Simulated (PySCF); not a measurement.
# Worked example: chemical shift, span and skew from a shielding tensor

Ga(Me)(SH)2 (CH5GaS2), SMILES [SH][Ga]([SH])[CH3]. Atoms are numbered in the order given.

```xyz
9

Ga     0.2862    -0.0729    -0.0199
C      2.1827    -0.5820    -0.1405
H      2.2722    -1.6787    -0.0956
H      2.7430    -0.1578     0.7066
H      2.6274    -0.2277    -1.0815
S     -0.8373    -0.3862     1.8775
H     -2.0148     0.0931     1.4159
S     -0.7647     0.8101    -1.7728
H     -1.9646     0.9403    -1.1621
```

Geometry: B3LYP-D3(BJ)/def2-SVP. The structure was generated by enumeration; whether it is a known compound was not checked. One conformer was computed; it need not be the lowest.

GIAO shieldings from HF/pcSseg-1 (PySCF), non-relativistic, no solvent. The symmetric part of the tensor of C2 has the principal values 190.2, 199.5, 202.4 ppm. The same nucleus in TMS has σ = 192.6 ppm at this level (PySCF, at its B3LYP-D3(BJ)/def2-TZVP geometry).

### Question
Work out the isotropic shielding, the ¹³C shift against TMS, the span and the skew.

### Answer

σ(iso) = (σ11 + σ22 + σ33)/3 = 197.4 ppm. δ = σ(ref) − σ(iso) = 192.6 − (197.4) = -4.8 ppm.
Span Ω = σ33 − σ11 = 12.2 ppm. Skew κ = 3(σ(iso) − σ22)/Ω = -0.52. Tumbling in solution averages the tensor to δ; in a static solid the shielding alone would spread this spin-1/2 line over Ω.
